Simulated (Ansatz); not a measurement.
Consider the substitution at a C–O bond: `COC(F)F` + `[F][Sn]([F])([F])[SH]` → `C[S][Sn]([F])([F])[F]` + `OC(F)F`.

Gas-phase electronic energies from Ansatz, PBE0-D4/def2-TZVP geometries. CBS: MP2 limit from def2 TZ/QZ plus the TZ coupled-cluster correction, frozen cores. DFT in def2-TZVPP. Elements past krypton have def2 core potentials. For Sn outer-core shells are correlated without core-valence functions, which leaves a few kJ/mol of doubt a bond. One conformer a species, not always the lowest.

```tsv
level	ΔE (kJ/mol)
r2SCANh	-41.9
CCSD(T)/def2-TZVPP	-39.3
```

(1) What does CCSD(T)/CBS give? (Estimate.)

Largest T1 diagnostic among the species: 0.015.

## Answers

(1) Computed: -44.1 kJ/mol. The listed levels differ from it by 2.2, 4.8 kJ/mol.

In def2-TZVPP, CCSD(T) changes the Hartree–Fock value by −9.3 kJ/mol (the triples alone add −1.7 kJ/mol) and MP2 by −15.8 kJ/mol. From BLYP to BHLYP (50 % exact exchange), in def2-TZVPP and without D4, ΔE moves by +3.8 kJ/mol.
